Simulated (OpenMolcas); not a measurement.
**Si-: effect of the basis set**

```yaml
Program: OpenMolcas 26.06
Method: "SS-CASPT2, IPEA 0.25 Eh, imaginary shift 0.1 Eh (closed shells correlated: 2s 2p)"
Active_space: 5 electrons in 4 orbitals (3s 3p)
State_averaging: 2S+1 = 4 even, 3 roots (0 in the spin-orbit step); 2S+1 = 2 even, 6 roots (0 in the spin-orbit step); 2S+1 = 4 odd, 1 root; 2S+1 = 2 odd, 8 roots
Spin-orbit_coupling: RASSI with atomic mean-field integrals over the reference wave functions, term energies averaged over their components
```

A. ANO-RCC-VTZP [5s4p2d1f], DKH2, point nucleus; CASPT2 step about 0.8 core-seconds
B. ANO-RCC-VQZP [6s5p3d2f1g], DKH2, point nucleus; CASPT2 step of the order of 1.1 core-seconds
C. ANO-R3 [6s5p4d2f1g], X2C, finite nucleus; CASPT2 step roughly 1.9 core-seconds

Energies in cm⁻¹ above 3s² 3p³ ⁴S°_3/2.

| Level | A | B | C |
| --- | --- | --- | --- |
| 3s² 3p³ ⁴S°_3/2 | 0.0 | 0.0 | 0.0 |
| 3s² 3p³ ²D°_3/2 | 8300 | 7540 | 8560 |
| 3s² 3p³ ²D°_5/2 | 8310 | 7550 | 8560 |

Among A to C the level of the table that moves most is 3s² 3p³ ²D°_3/2, by 1000 cm-1 (lowest in B, highest in C). Moves below CASPT2's spread within the term are not significant.

CASPT2 breaks the degeneracy within a term, and the mean is taken; among the terms shown or strongly mixed into the levels shown the widest spread is 180 cm-1 (3s² 3p³ ²D°, A). No diffuse functions were added, so excited terms of the anion can stand markedly too high. Only configurations of the active space appear. Levels that lie high or do not pair safely by name in every column are left out.

° marks odd parity.
